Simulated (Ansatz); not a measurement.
CH$_{5}$AlO$_{2}$, singlet, geometry from GFN2-xTB (such geometries of metal compounds can be far from the true shape); Ansatz (a quantum-chemistry and plane-wave program) with BLYP/6-311G**.

Input for Ansatz:
Ansatz 0.2 input:
```yaml
crystal:
  periodic: [false, false, false]
  atoms:
    - {symbol: Al, position_ang: [0.07749548, 0.07275953, 0.00557869]}
    - {symbol: C, position_ang: [-1.42912426, -1.22415675, -0.13625489]}
    - {symbol: H, position_ang: [-1.10357429, -2.14553357, -0.61524509]}
    - {symbol: H, position_ang: [-2.25578416, -0.81633085, -0.71240214]}
    - {symbol: H, position_ang: [-1.80016565, -1.49817487, 0.84929070]}
    - {symbol: O, position_ang: [-0.03916589, 1.51144195, -0.78735585]}
    - {symbol: H, position_ang: [-0.09952938, 2.33824639, -1.24017123]}
    - {symbol: O, position_ang: [1.37525186, -0.37239246, 0.91660087]}
    - {symbol: H, position_ang: [2.13766999, -0.59153638, 1.42957391]}
basis:
  gaussian:
    orbitals: 6-311G__.json
hamiltonian:
  xc: blyp
accuracy: high
```
The basis file holds 6-311G** in the JSON format of the Basis Set Exchange.

What the program printed (banner, timings and long lists left out):

```
Functional definition: BLYP
2120 factors; integrals over basis functions are off by at most 5.8e-8 eV
mean field evaluation 1: about -11789.1443 eV, gradient 1.2e2 eV
mean field evaluation 2: about -11704.3149 eV, gradient 2.2e2 eV
mean field evaluation 4: about -11811.2563 eV, gradient 2.7e1 eV
mean field evaluation 8: about -11812.8516 eV, gradient 2.7e-1 eV
mean field evaluation 16: about -11812.8518 eV, gradient 4.7e-6 eV
mean field -11812.85175359 eV, -434.1142949061 hartree, gradient 3.1e-8 eV, S^2 0.000000; 0 other end points of the search recorded, 0 dependent functions left out
reference -11812.85181526 eV, -434.1142971723 hartree; 20, 20 occupied and 91, 91 virtual orbitals, 2120 factors
Total energy: -11812.85181526 eV, -434.1142971723 hartree
```
